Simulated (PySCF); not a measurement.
## Stretching NaBe

Set-up: PySCF, no relativity, basis sets Na 3-21G, Be 3-21G. Energies in eV from Na + Be in their ground configurations at the same level. State: ²Σ⁺ (doublet), unpaired electrons σ ↑.

```csv
R (Å),ROHF-CCSD,PBE,PBE0
2.558,,-0.3344,-0.2448
2.677,0.1991,-0.4003,-0.3156
2.796,0.1241,-0.4359,-0.3553
2.885,0.0830,-0.4470,-0.3693
2.974,0.0518,-0.4480,-0.3729
3.063,0.0286,-0.4409,-0.3685
3.182,0.0067,-0.4226,-0.3535
3.331,-0.0101,-0.3904,-0.3257
3.509,-0.0209,-0.3452,-0.2859
3.747,,-0.2831,-0.2311
```

Put a parabola through the three lowest points of the PBE curve and estimate Re, k and ωe (reduced mass 6.474 u; 1 eV/Å² = 0.16022 mdyn/Å; ωe = 1302.8·√(k/μ) cm⁻¹).

Through R = 2.885, 2.974, 3.063 Å the second-order coefficient is 0.511 eV/Å², so Re ≈ 2.940 Å, k ≈ 0.164 mdyn/Å and ωe ≈ 207 cm⁻¹. A polynomial fit of higher order to the unrounded PBE energies gives Re = 2.938 Å, k = 0.177 mdyn/Å, ωe = 216 cm⁻¹; anharmonicity and rounding make the difference.

The higher-order fit for each curve: PBE: Re = 2.938 Å, ωe = 216 cm⁻¹, De = 0.449 eV; PBE0: Re = 2.966 Å, ωe = 208 cm⁻¹, De = 0.373 eV. ROHF-CCSD gives no reliable minimum on this grid.

Correlated steps freeze 1 core orbital. 3-21G is very small, so such numbers show the basis as much as the molecule. The state was picked by a PBE0 search and need not be the measured ground state.
